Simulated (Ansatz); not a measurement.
K₄. Charge 0, multiplicity 5. Geometry B3LYP/def2-TZVP; atoms count from 1.

Cartesian coordinates in Å:
```
K 2.377 0.572 4.299
K -0.257 2.577 -0.210
K -2.410 -0.574 -4.280
K 0.290 -2.575 0.191
```

In the quintet geometry the species has come apart into loosely held pieces. At PBE0/def2-TZVP a broken-symmetry singlet of charge 0 lies 1.16 eV below the quintet, each at its own geometry. The structure comes from a short search, and lower isomers may exist.

Question: Estimate the Mulliken populations from the PBE0/def2-TZVP orbitals of Ansatz.

Answer: 
```
atom  charge (e)  spin (α − β)
  K1       -0.01          1.01
  K2        0.01          0.99
  K3       -0.01          1.01
  K4        0.01          0.99
```
Mulliken values depend strongly on the basis.

Question: Where does the spin sit?

Answer: Summed by element: K 4.00, of 4 unpaired in all. Largest on single atoms: K1 1.01, K3 1.01, K2 0.99.
